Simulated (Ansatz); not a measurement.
`[OH][InH][F]` → `[F][InH]`• + `[OH]`•  (homolysis of the In–O bond)

Gas-phase electronic energies from Ansatz, PBE0-D4/def2-TZVP geometries. CCSD(T)/CBS is the MP2 limit (def2-TZVPP, def2-QZVPP) plus CCSD(T) − MP2 in def2-TZVPP, frozen cores. This one scheme is used for every species. Open shells (•) are unrestricted, without spin–orbit coupling. Elements past krypton have def2 core potentials. For In outer-core shells are correlated without core-valence functions, which leaves a few kJ/mol of doubt a bond. Each species was taken in one conformer, which may not be the lowest.

```json
{"level": "HF/def2-QZVPP", "ΔE (kcal/mol)": "54.3"}
{"level": "CCSD(T)/def2-QZVPP", "ΔE (kcal/mol)": "91.5"}
```

(1) What does CCSD(T)/CBS give? (Best estimate.)

Largest T1 diagnostic among the species: 0.021.

Answers

(1) Computed: +93.2 kcal/mol. The listed levels differ from it by -38.9, -1.7 kcal/mol.

The D4 term adds +1.1 kcal/mol with B3LYP and +0.6 kcal/mol with PBE0; it sums over pairs of atoms, weighted by their polarisabilities, and B3LYP, whose exchange is more repulsive, gets the larger term. From PBE to PBE0 (25 % exact exchange), in def2-TZVPP and without D4, ΔE moves by −3.1 kcal/mol: exact exchange takes away binding that semilocal exchange gives to molecules.

B3LYP here is the variant with VWN-RPA as its local correlation; programs differ in this.
